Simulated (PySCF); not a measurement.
BF4, SMILES F[B-](F)(F)F, charge -1.

Coordinates come from a B3LYP-D3(BJ)/def2-SVPD optimisation.

These are PBE/def2-TZVPD run with PySCF values and carry that method's errors.

Gas-phase values at a fixed geometry.

Computed frontier levels, gap, dipole moment and polarisability:
```yaml
highest_occupied_level: -2.70 eV
lowest_empty_level: 3.79 eV
orbital_gap: 6.48 eV
dipole_moment_about_the_centre_of_nuclear_charge: 0.00 D
mean_static_polarisability: 27.3 bohr³ (4.05 Å³)
polarisability_principal_values: 27.3, 27.3, 27.3 bohr³
```
